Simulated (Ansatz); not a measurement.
Mulliken charges of `Cl/C=C(/Cl)Br` from ωB97M-V/def2-TZVPP in Ansatz (PBE0-D4/def2-TZVP geometry).

```tsv
atom	x (Å)	y (Å)	z (Å)	charge (e)
Cl1	1.093	0.985	1.546	-0.020
C2	0.639	0.363	0.029	-0.072
C3	-0.471	-0.331	-0.196	-0.051
Cl4	-0.820	-0.906	-1.770	-0.018
Br5	-1.726	-0.743	1.123	0.029
H6	1.328	0.569	-0.779	0.132
```

Question: By hand: the dipole of these point charges (1 e Å = 4.8032 D).

Answer: Σ q r = (0.096, 0.041, -0.061) e Å, of length 0.121 e Å = 0.58 D.

Question: How does the dipole of the full density compare? (An estimate is asked.)

Answer: The calculation gave: (0.114, 0.040, -0.108) e Å, 0.78 D; the point charges give 0.74 times that, at 12° from its direction.

Point charges leave out the atoms' own dipoles, such as those of lone pairs, and Mulliken's split depends on the basis, so the two needn't agree.
